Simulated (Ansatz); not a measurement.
A structure relaxed at PBE0-D4/def2-TZVP, charge 0, multiplicity 1:

```json
{"atom": "Si1", "x (Å)": "-1.9800", "y (Å)": "1.2336", "z (Å)": "0.4617"}
{"atom": "Ga2", "x (Å)": "-0.0008", "y (Å)": "-0.0006", "z (Å)": "0.0038"}
{"atom": "O3", "x (Å)": "1.7910", "y (Å)": "0.2130", "z (Å)": "-0.2371"}
{"atom": "C4", "x (Å)": "1.8975", "y (Å)": "-1.1825", "z (Å)": "-0.4412"}
{"atom": "O5", "x (Å)": "0.5855", "y (Å)": "-1.6948", "z (Å)": "-0.3121"}
{"atom": "H6", "x (Å)": "-2.9617", "y (Å)": "0.3429", "z (Å)": "1.1284"}
{"atom": "H7", "x (Å)": "-1.6421", "y (Å)": "2.3763", "z (Å)": "1.3459"}
{"atom": "H8", "x (Å)": "-2.5388", "y (Å)": "1.7338", "z (Å)": "-0.8195"}
{"atom": "H9", "x (Å)": "2.2920", "y (Å)": "-1.3924", "z (Å)": "-1.4448"}
{"atom": "H10", "x (Å)": "2.5576", "y (Å)": "-1.6294", "z (Å)": "0.3149"}
```

Task: Give its formula and SMILES.

Result: CH5GaO2Si, `[SiH3][Ga]1[O]C[O]1`.

Task: Point group (tolerance 0.08 Å, 0.16 Å for H)?

Result: Cs.

Task: Summarise the bond lengths by kind.

Result: 1 × Ga–Si 2.377 Å; 3 × H–Si 1.484 Å; 2 × Ga–O 1.820 Å; 2 × C–O 1.414 Å; 2 × C–H 1.099 Å.

Results of the Gaussian-basis code of Ansatz.
